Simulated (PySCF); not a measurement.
# Frontier levels across methods

C5H3NOS.
Bonds: N1–C2 (triple), C2–S3, S3–C4, C4–C5 (aromatic), C5–C6 (aromatic), C6–C7 (aromatic), C7–O8 (aromatic), C4–O8 (aromatic). Hydrogens: H9 on C5; H10 on C6; H11 on C7.

Basis pcSseg-1 throughout (PySCF), one geometry. The structure is a single PBE0-D3(BJ)/def2-SVP conformer in the gas phase; no vibrational or solvent corrections.

Problem. How do the orbital energies, the gap and the dipole change with the method?

Solution. 
```tsv
method	kind	HOMO (eV)	LUMO (eV)	gap (eV)	μ (D)	SCF cycles
BLYP	GGA	-6.28	-1.81	4.47	4.51	17
PBE	GGA	-6.48	-1.97	4.50	4.49	16
BP86	GGA	-6.59	-2.09	4.50	4.55	16
LDA	LDA	-6.70	-2.22	4.48	4.61	16
B3LYP	global hybrid	-7.31	-1.25	6.05	4.60	15
PBE0	global hybrid	-7.54	-1.07	6.47	4.59	15
BHandHLYP	global hybrid	-8.39	0.01	8.40	4.71	14
wB97X-D	range-separated hybrid	-9.35	0.69	10.04	4.60	15
HF	Hartree–Fock	-9.61	2.68	12.29	4.86	14
```

The HOMO spans 3.32 eV, from BLYP down to HF, and the gap runs from 4.47 eV (BLYP) to 12.29 eV (HF). Over the methods BLYP (0 %), PBE (0 %), BP86 (0 %), LDA (0 %), B3LYP (20 %), PBE0 (25 %), BHandHLYP (50 %), HF (100 %), a straight line through the gap against the share of exact exchange rises by 0.78 eV for each 10 % (correlation coefficient 1.000). The dipole ranges from 4.49 D (PBE) to 4.86 D (HF). This basis has no diffuse functions.

The vertical ΔSCF ionisation energy at CAM-B3LYP/def2-SVPD is 9.51 eV; −ε(HOMO) comes closest to it with HF (9.61 eV).
